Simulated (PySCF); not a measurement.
# Pb: ionisation energy

Pb [Xe] 4f14 5d10 6s2 6p2 (3P) → Pb⁺ [Xe] 4f14 5d10 6s2 6p1 (2P), as a difference of total energies. All numbers are calculated (PySCF 2.14, a scalar-relativistic core potential, in aug-cc-pwCVDZ-PP with ECP60MDF). Correlated levels: valence: 5s2 5p6 5d10 frozen; valence and next inner shell: nothing frozen outside the core potential. The calculations carry no spin-orbit coupling.

Order these methods by the ionisation energy they give, lowest first.
A. SCS-MP2 (valence)
B. LDA
C. UHF
D. r2SCAN

C (6.572 eV), A (6.723 eV), D (7.100 eV), B (7.163 eV).

Spin-orbit coupling is strong in these open shells (close to jj coupling). The scalar numbers leave it out and a first-order estimate fails, so it can dominate the gap to the real levels.

Errors of the correlated levels include the incompleteness of this basis and the frozen core.

For comparison: 7.417 eV (measured; NIST Atomic Spectra Database, ionization energies).
